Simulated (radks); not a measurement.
Results of a calculation; reference values are marked as such.
Task: Neutral erbium: order these configurations by energy. Level of theory: Dirac Kohn-Sham, PBE, spin-unpolarised, spherical densities, finite nucleus; Fermi nuclear charge, rms radius of each element as measured or else 0.836 A^(1/3) + 0.57 fm (a radial shooting solver on a logarithmic mesh with Libxc functionals). Sub-shells are occupied by j as written (lower j first in brackets). [Xe] 4f(5/2: 5, 7/2: 6) 5d(3/2: 1, 5/2: 0) 6s2; [Xe] 4f(5/2: 5, 7/2: 6) 6s2 6p(1/2: 1, 3/2: 0); [Xe] 4f(5/2: 6, 7/2: 5) 5d(3/2: 1, 5/2: 0) 6s2; [Xe] 4f(5/2: 6, 7/2: 5) 6s2 6p(1/2: 1, 3/2: 0); [Xe] 4f(5/2: 6, 7/2: 6) 6s2.

Result: From the lowest, in eV above it: [Xe] 4f(5/2: 6, 7/2: 6) 6s2 0.000; [Xe] 4f(5/2: 6, 7/2: 5) 5d(3/2: 1, 5/2: 0) 6s2 3.986; [Xe] 4f(5/2: 5, 7/2: 6) 5d(3/2: 1, 5/2: 0) 6s2 5.136; [Xe] 4f(5/2: 6, 7/2: 5) 6s2 6p(1/2: 1, 3/2: 0) 5.225; [Xe] 4f(5/2: 5, 7/2: 6) 6s2 6p(1/2: 1, 3/2: 0) 6.377.
